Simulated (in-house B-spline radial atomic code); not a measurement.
How numerical settings move a run on Au⁺, [Xe] 4f14 5d10. Computed with a B-spline radial code for spherical atoms: Dirac-Kohn-Sham PBE0, spherical fractional occupations, Fermi nucleus of rms radius 5.4371 fm.

Command:
```bash
python run_scf.py task.json out
```
Settings of the sound reference run:
```
Z                79
electrons        78
configuration    [Xe] 4f14 5d10
hamiltonian      dirac
method           pbe0
spin_polarised   False
nucleus          fermi
rms_radius       5.4371
mass_number      197
atomic_mass      196.9666
speed_of_light   137.036
knot_spacing     0.22
spline_order     8
gauss_points     12
box_radius       35.29
max_iterations   70
damping          0.5
damped_steps     3
diis_vectors     10
tolerance        1e-08
start            Thomas-Fermi
```

Time taken, with all properties: 1.4 s on 1 thread of AMD EPYC 9R45 96-Core Processor, on a shared host.

It converges in 10 iterations to -19042.587049 hartree, with 5d5/2 at -16.3094 eV. The other runs change the listed settings, some to values that make no sense; their results aren't properties of the atom or ion. Radii are in bohr (the nuclear one in fm), a minus after a letter asks for a j subshell, and «unchanged» means within 1e-8 hartree. The run stops when the residual is below 10 × tolerance × max(1, Z/10), or a noise floor if that is larger, and the energy moves by less than 1e-8 × √|E| hartree; so very loose and very tight tolerances often act alike.

| changed settings | outcome |
| --- | --- |
| first_knot = 0.0127 | converged in 10 iterations, energy +1.01e+01 hartree from the reference, 5d5/2 level -8.4e-03 eV |
| knot_spacing = 0.1 | converged in 10 iterations, energy -5.39e-06 hartree from the reference, 5d5/2 level +5.8e-07 eV |
| electrons = 79, configuration = [Xe] 4f14 5d10 6s-1, max_iterations = 75 | stopped with error: j subshells need the Dirac Hamiltonian and l > 0 |
| first_knot = 0.038, max_iterations = 2, diis_vectors = 4, start = bare nucleus | not converged after 2 iterations, last residual 1.2e+01, last energy +3.92e+03 hartree from the reference |
| first_knot = 1.27e-06 | converged in 10 iterations, energy -1.85e-06 hartree from the reference, 5d5/2 level +1.1e-06 eV |
| first_knot = 0.0038 | converged in 10 iterations, energy -1.44e+00 hartree from the reference, 5d5/2 level -3.2e-04 eV |
| knot_spacing = 1, spline_order = 4, box_radius = 10.59, max_iterations = 60, tolerance = 0.01 | converged in 9 iterations, energy +7.05e+02 hartree from the reference, 5d5/2 level -8.7e+00 eV |
| knot_spacing = 0.3 | converged in 10 iterations, energy +1.32e-04 hartree from the reference, 5d5/2 level -1.9e-05 eV |
| first_knot = 0.00127 | converged in 10 iterations, energy +3.01e-01 hartree from the reference, 5d5/2 level -6.0e-05 eV |
| knot_spacing = 0.55 | converged in 10 iterations, energy +2.57e+00 hartree from the reference, 5d5/2 level -4.6e-02 eV |
| first_knot = 0.038 | converged in 10 iterations, energy +1.08e+02 hartree from the reference, 5d5/2 level -9.1e-02 eV |
| first_knot = 1.27e-06, max_iterations = 12, damping = 0.8, tolerance = 0.0001 | converged in 9 iterations, energy -1.85e-06 hartree from the reference, 5d5/2 level -8.6e-04 eV |
| damped_steps = 30 | converged in 17 iterations, energy unchanged, 5d5/2 level +8.1e-06 eV |
| spline_order = 3, box_radius = 2.12, first_knot = 1.27e-05, max_iterations = 75, damping = 0.95 | converged in 10 iterations, energy +8.15e+00 hartree from the reference, 5d5/2 level +4.3e+01 eV (the program warns: 5d5/2 has a positive eigenvalue: unbound, held by the box; 5d3/2 has a positive eigenvalue: unbound, held by the box) |
| knot_spacing = 1 | converged in 9 iterations, energy +9.85e+01 hartree from the reference, 5d5/2 level -1.6e+00 eV (the program warns: 4s1/2 reaches the box edge; 4p1/2 reaches the box edge) |
| damped_steps = 0 | converged in 9 iterations, energy unchanged, 5d5/2 level -1.4e-05 eV |
| damped_steps = 8 | converged in 13 iterations, energy unchanged, 5d5/2 level +8.8e-06 eV |
| method = hf, speed_of_light = 39.50748 | stopped with error: Z/c is past the critical charge |

What happens with knot_spacing = 0.15?

Converged in 10 iterations, energy -5.02e-06 hartree from the reference.

What happens with knot_spacing = 2?

Converged in 8 iterations, energy +4.65e+03 hartree from the reference, 5d5/2 level -1.1e+02 eV (the program warns: 5d5/2 reaches the box edge; 1s1/2 reaches the box edge).

What happens with electrons = 79, configuration = [Xe] 4f14 5d10 6p-1, max_iterations = 100?

Converged in 11 iterations to -19042.7377 hartree, a different physical problem.

What happens with knot_spacing = 0.75?

Converged in 9 iterations, energy +8.92e+01 hartree from the reference, 5d5/2 level -2.2e+00 eV (the program warns: 5d5/2 reaches the box edge; 4s1/2 reaches the box edge).
